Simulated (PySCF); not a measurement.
BH3N, SMILES B[NH] (connectivity only; charge and spin as stated), charge -1, multiplicity 1.

The structure is a stationary point at PBE0-D3(BJ)/def2-TZVPD. The spin state was assumed, not searched. The isomer is the one that the SMILES or the coordinates give; other isomers of the formula were not compared.

Computed with r2SCAN/def2-TZVPD (PySCF).

Symmetry labels are those of the subgroup Cs that the program uses (full group Cs).

Computed valence orbital energies around the gap with their symmetry:
```csv
orbital,symmetry,energy (eV)
HOMO−7,A',-377.37
HOMO−6,A',-173.04
HOMO−5,A',-14.01
HOMO−4,A',-5.73
HOMO−3,A',-3.70
HOMO−2,A',-1.84
HOMO−1,A",0.01
HOMO,A',0.67
LUMO,A',4.48
LUMO+1,A",5.62
LUMO+2,A',5.94
LUMO+3,A',6.90
```
